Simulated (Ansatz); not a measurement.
`F[Si](F)(F)[SeH]` + H₂Se → `F[Si](F)([SeH])[SeH]` + H–F  (ligand exchange at the Si–F bond)

Gas-phase electronic energies from Ansatz, PBE0-D4/def2-TZVP geometries. CCSD(T)/CBS adds triple-zeta CCSD(T) − MP2 to the extrapolated MP2 energy (def2 sets, frozen cores). This one scheme is used for every species. DFT in def2-TZVPP. B3LYP here is the variant with VWN-RPA as its local correlation; programs differ in this. For Se outer-core shells are correlated without core-valence functions, which leaves a few kJ/mol of doubt a bond. Scalar relativity is left out up to krypton. One conformer a species, not always the lowest.

```tsv
level	ΔE (kcal/mol)
PBE-D4	16.9
ωB97X-V	21.3
ωB97M-V	21.2
B2PLYP	22.4
r2SCAN	21.4
B3LYP	23.3
r2SCAN0	21.4
LC-ωPBE	21.1
```

Problem. What does CCSD(T)/CBS give? (Estimate.)

Solution. Ansatz gave: +19.8 kcal/mol. The listed levels differ from it by -2.9, 1.5, 1.4, 2.6, 1.6, 3.5, 1.6, 1.3 kcal/mol.

Largest T1 diagnostic among the species: 0.011.

From BLYP to BHLYP (50 % exact exchange), in def2-TZVPP and without D4, ΔE moves by +1.8 kcal/mol. In def2-TZVPP, CCSD(T) changes the Hartree–Fock value by −6.0 kcal/mol (the triples alone add −1.1 kcal/mol) and MP2 by −7.8 kcal/mol. Leaving LDA and LC-ωPBE aside and taking each functional with its dispersion term where it has one, the values, not all of them listed here, spread over 7.4 kcal/mol, from revPBE-D4 to B97M-V.
